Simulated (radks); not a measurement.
The numbers below are computed, except where a source is named.
Orbital eigenvalues (eV) of the thallium ion Tl+, [Hg], at several levels of relativity; Dirac values are averaged over j with weights 2j + 1. Spin-unpolarised spherical Kohn-Sham, LDA (Slater exchange, Perdew-Wang correlation), point nucleus unless stated (finite: rms radius 5.4759 fm), a radial shooting solver on a logarithmic mesh with Libxc functionals. A level marked "c x" has the speed of light scaled by that factor.

shell,non-rel.,"scalar-rel., finite nucleus",Dirac,"Dirac, c x 2","change of magnitude, last against first (%)"
2p,-12450,-13116,-13222,-12617,+1.35
3s,-3069.1,-3642.0,-3634.2,-3188.4,+3.89
3p,-2839.9,-3031.6,-3054.4,-2887.4,+1.67
3d,-2410.7,-2396.5,-2389.9,-2406.7,-0.17
4s,-673.11,-817.78,-816.04,-702.91,+4.43
4p,-573.12,-617.52,-623.62,-584.12,+1.92
4d,-388.40,-382.29,-381.25,-386.87,-0.39
4f,-138.79,-121.80,-121.36,-134.57,-3.04
5s,-110.92,-138.58,-138.33,-116.53,+5.06
5p,-77.918,-83.655,-84.978,-79.390,+1.89
5d,-25.529,-22.986,-22.995,-24.921,-2.38
6s,-14.220,-16.677,-16.686,-14.699,+3.37
